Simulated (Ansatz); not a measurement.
Species: CH3AlF, net charge 0, doublet state. It need not be the lowest isomer of its formula. SMILES: [Al]([CH3])[F]
Geometry: optimised at B3LYP-D3(BJ)/def2-TZVP (Ansatz, a program for electronic structure).

Quantity: vertical ionisation energy (to the singlet state of charge +1; each state is the SCF solution reached for its spin), in eV. Correlated levels leave the core frozen unless marked. Open shells are spin-unrestricted. No spin-orbit coupling. No relativistic terms. CBS(X,Y): correlation extrapolated as X^-3; Hartree-Fock from the larger set. [CCSD(T)-MP2]/basis is that difference in the basis named.

```csv
level,program,vertical ionisation energy (eV)
HF/aug-cc-pV(T+d)Z,Ansatz,7.83
HF/aug-cc-pV(Q+d)Z,Ansatz,7.83
PBE/def2-TZVPD,Ansatz,7.92
r2SCAN/def2-TZVPD,Ansatz,8.07
```

**Question.** What does RI-MP2/CBS(aug-cc-pV(T+d)Z,aug-cc-pV(Q+d)Z)+[CCSD(T)-MP2]/aug-cc-pV(D+d)Z (Ansatz) give?

**Answer.** 7.95 eV, so r2SCAN/def2-TZVPD differs from it by 0.12 eV.
